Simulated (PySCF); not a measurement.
## Correlation energy of Cl⁺ (chlorine, charge +1)

[Ne] 3s2 3p3 4s1, 4s spin antiparallel (an excited configuration). Calculation: PySCF 2.14, in aug-cc-pCVTZ-DK (8s7p5d3f, 75 functions); scalar relativity by spin-free X2C-1e. Frozen: [Ne]; 6 electrons correlated.

MP2 pair energies summed by pair of shells (mhartree):

| pair | energy | share (%) |
| --- | --- | --- |
| 3s-3p | -64.12 | 56.6 |
| 3p-3p | -22.47 | 19.8 |
| 3p-4s | -11.83 | 10.4 |
| 3s-3s | -10.29 | 9.1 |
| 3s-4s | -4.53 | 4.0 |

Total MP2 correlation energy: -113.24 mhartree.

Same-spin part -29.49 and opposite-spin part -83.74 mhartree; SCS-MP2 scales them by 1/3 and 6/5 to -110.32 mhartree.
